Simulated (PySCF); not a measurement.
Compound: Ta(NH)(NH2)3 (singlet state).
Bonds: Ta1–N2, Ta1–N4, Ta1–N7, Ta1–N10. Hydrogens: H3 on N2; H5, H6 on N4; H8, H9 on N7; H11, H12 on N10.

A GFN2-xTB structure was refined with PBE0-D3(BJ)/def2-SVP geometry optimisation, gas phase, def2 core potentials past Kr (PySCF 2.14.0). Its GFN2-xTB values:

| coordinate | GFN2-xTB |
| --- | --- |
| Ta1–N2 | 1.775 Å |
| Ta1–N4 | 2.042 Å |
| N2–H3 | 0.993 Å |
| N4–H5 | 1.013 Å |
| N4–H6 | 0.923 Å |
| N2–Ta1–N4 | 110.3° |
| N4–Ta1–N7 | 109.1° |

Q: How do these coordinates change at the PBE0-D3(BJ)/def2-SVP level?

A: 
| coordinate | PBE0-D3(BJ)/def2-SVP (Å or °) | change |
| --- | --- | --- |
| N4–H6 | 1.015 | +0.092 |
| Ta1–N4 | 2.001 | -0.041 |
| N2–H3 | 1.011 | +0.018 |
| Ta1–N2 | 1.769 | -0.006 |
| N4–H5 | 1.017 | +0.004 |
| N2–Ta1–N4 | 107.6 | -2.7 |
| N4–Ta1–N7 | 111.1 | +2.0 |

The energy falls by 0.507 eV over 7 energy and gradient evaluations, the largest force component goes from 0.1164 to 4.3e-04 Eh/bohr, and the atoms move by 0.059 Å rms after alignment. The bond that changes most is N4–H6 (ends: nitrogen bonded to Ta and 2 H; hydrogen on nitrogen), which lengthens by 0.092 Å. Bonds longer at the end by more than 0.005 Å: 5 of 11; shorter: 3. Rotational constants go from 2980, 2891, 2589 to 2982, 2971, 2664 MHz.

The run used 123 basis functions and 52 SCF cycles in all.

PBE0-D3(BJ)/def2-SVP frequencies: not computed here.
